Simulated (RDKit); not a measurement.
Job for RDKit: MMFF94 on C3H8 (a complex), monomers drawn apart or pushed together.

```python
from rdkit import Chem
from rdkit.Chem import AllChem, rdDetermineBonds

blocks = [
'''5

C     0.01115426   -0.01386974   -0.44916871
H     0.57465502    0.14076704    0.46940554
H     0.58796746    0.34760544   -1.29957537
H    -0.19266256   -1.07662218   -0.57515471
H    -0.93059133    0.53087423   -0.39220906
''',
'''6

C    -0.53245998    0.03398638    5.65283257
C     0.49325187    0.01929034    6.49086692
H    -0.92282691   -0.87553727    5.21286766
H    -1.02322545    0.95686198    5.36851872
H     0.88416102    0.92967599    6.92910764
H     0.98459167   -0.90387883    6.77368409
''',
]
mol = None
for b in blocks:
    f = Chem.MolFromXYZBlock(b)
    rdDetermineBonds.DetermineBonds(f, charge=0)
    mol = f if mol is None else Chem.CombineMols(mol, f)
Chem.SanitizeMol(mol)
print(Chem.MolToSmiles(Chem.RemoveHs(mol)))
ff = AllChem.MMFFGetMoleculeForceField(mol, AllChem.MMFFGetMoleculeProperties(mol), nonBondedThresh=100.0, ignoreInterfragInteractions=False)
e = ff.CalcEnergy()
print(f'MMFF94 energy {e:.6f} kcal/mol')
```

Output:

```
C.C=C
MMFF94 energy 8.338954 kcal/mol
```

The run finished.

Cost: very roughly 0.010 core-seconds.
